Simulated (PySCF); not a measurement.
(E)-1-chloro-1-fluoroprop-1-ene (C3H4ClF), SMILES C/C=C(\F)Cl.

Geometry: B3LYP-D3(BJ)/def2-SVP.

Method: PBE/def2-TZVP (PySCF).

Gas-phase values at a fixed geometry.

The total energy is -676.40926 hartree and the point group is Cs. The highest occupied level is -5.97 eV and the lowest empty level is -0.82 eV. The orbital gap is 5.15 eV. The dipole moment is 1.60 D and the quadrupole, principal values (traceless, Buckingham form, about the centre of nuclear charge) is -1.98, -0.96, 2.94 D·Å. The mean static polarisability is 51.8 bohr³ (7.68 Å³). The polarisability, principal values is 35.4, 45.6, 74.4 bohr³.
